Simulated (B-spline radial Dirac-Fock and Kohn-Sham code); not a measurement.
Auger decay of the N1 hole in Pb

System: the Pb atom in the configuration 1s2 2s2 2p6 3s2 3p6 3d10 4s2 4p6 4d10 4f14 5s2 5p6 5d10 6s2 6p2.

Calculated with an atomic code on a B-spline grid, using independent-particle rates on relativistic LDA orbitals of the hole state (multipoles up to L = 3, Coulomb Auger matrix elements, transition energies from Dirac-Fock). Kinetic energies are configuration averages from the vacuum level; the two-hole energies are estimated from single-hole states.

| transition | kinetic energy (eV) | width (meV) | share (%) |
| --- | --- | --- | --- |
| N1-N2O3 | 18.93 | 1340 | 9.3 |
| N1-N3O1 | 69.24 | 839 | 5.8 |
| N1-N3N6 | 72.92 | 602 | 4.2 |
| N1-N3N7 | 78.65 | 995 | 6.9 |
| N1-N2O4 | 87.23 | 897 | 6.2 |
| N1-N2O5 | 89.94 | 1440 | 10.0 |
| N1-N3O2 | 115.9 | 961 | 6.6 |
| N1-N3O3 | 139.5 | 1020 | 7.0 |
| N1-N3O4 | 207.3 | 794 | 5.5 |
| N1-N3O5 | 210.3 | 978 | 6.8 |

Coster-Kronig rates are the weakest part of this model and often come out 1.5 to 2.5 times too large. The listed channels hold 68 % of the non-radiative rate. Summed by principal shells, of 14.5 eV in all: NNO 75.1 %, NNN 20.0 %, NNP 3.3 %, NOO 1.5 %.
